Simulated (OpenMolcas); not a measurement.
Ne II: effect of the level shift or regulariser

* Program: OpenMolcas 26.06
* Basis: ANO-RCC-VTZP [4s3p2d1f]
* Scalar Hamiltonian: DKH2, point nucleus
* Active space: 7 electrons in 4 orbitals (2s 2p)
* State averaging: 2S+1 = 2 odd, 3 roots; 2S+1 = 2 even, 1 root
* Spin-orbit coupling: state interaction with AMFI integrals over the reference wave functions, term energies averaged over their components

Methods on the same reference wave functions:
A. CASSCF
B. SS-CASPT2, IPEA 0.25 Eh, imaginary shift 0.1 Eh (closed shells correlated: 1s)
C. SS-CASPT2, IPEA 0.25 Eh, real shift 0.2 Eh (closed shells correlated: 1s)

Energies in cm-1 above 2s2 2p5 2P* 3/2, the measured ground level; measured values from NIST Handbook of Basic Atomic Spectroscopic Data.

```json
{"Level": "2s2 2p5 2P* 3/2", "A": "0.0", "B": "0.0", "C": "0.0", "Measured": "0.0"}
{"Level": "2s2 2p5 2P* 1/2", "A": "773", "B": "773", "C": "773", "Measured": "780"}
{"Level": "2s 2p6 2S 1/2", "A": "239218", "B": "221438", "C": "221496", "Measured": "217048"}
```

Deviations, from unrounded energies. A percentage is the sum of absolute deviations over the sum of measured energies, with the sign that they share, or ± where signs differ.

| Against measurement | Levels | A | B | C |
| --- | --- | --- | --- | --- |
| mean absolute deviation (cm-1) | 2 | 11000 | 2200 | 2200 |
| fine structure of the ground term (%) | 1 | -1.0 | -1.0 | -1.0 |
| other configurations (%) | 1 | +10.2 | +2.0 | +2.0 |

B, C lie about equally close to measurement and A furthest from it. The largest miss of B in the table is 2s 2p6 2S 1/2, by +4400 cm-1. The ranking rests on the paired levels alone, and a cruder setting can come out closer through cancelling errors.

Between B and C the level of the table that moves most is 2s 2p6 2S 1/2, by 58 cm-1 (lowest in B, highest in C).

The lowest spin-free term lies below A's lowest term by 0.220 hartree in B, 0.219 hartree in C.

Without dynamic correlation excited terms often stand tens of per cent too high (terms of higher spin than the ground term too low), and those without a measured partner can miss by more than the paired ones (holds for A). Measured partners are found by configuration, term and J. A level has none where our copy of the source lacks it or the pairing is in doubt (some pairs that miss far off the trend of their configuration count as doubtful), and it then counts in no deviation. Levels of configurations outside the active space are missing.

* marks odd parity.
